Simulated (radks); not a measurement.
Results of a calculation; reference values are marked as such.
Coulomb parameter of the 4f shell of the neodymium ion Nd+ in the model configuration [Xe] 4f3 6s1 6p1, as a second difference U = [E(n + 0.25) + E(n - 0.25) - 2 E(n)] / (0.25)^2 with all orbitals relaxed. "Bare": the charge of the atom changes with n. "Screened": the 6p shell takes up the change at fixed total charge, which measures U(4f,4f) + U(6p,6p) - 2 U(4f,6p). Level of theory: scalar-relativistic Kohn-Sham, PBE, spin-unpolarised, spherical densities, finite nucleus; Fermi nuclear charge, rms radius 4.9123 fm (a radial shooting solver on a logarithmic mesh with Libxc functionals).

| case | configuration | E - E(n) (eV) |
|---|---|---|
| start | [Xe] 4f3 6s1 6p1 | 0.000 |
| bare +0.25 | [Xe] 4f3.25 6s1 6p1 | -3.638 |
| bare -0.25 | [Xe] 4f2.75 6s1 6p1 | 4.600 |
| screened +0.25 | [Xe] 4f3.25 6s1 6p0.75 | -2.167 |
| screened -0.25 | [Xe] 4f2.75 6s1 6p1.25 | 2.681 |

U(bare) = 15.393 eV, U(screened by 6p) = 8.225 eV, against the Slater integral F0(4f,4f) = 25.786 eV with frozen orbitals.
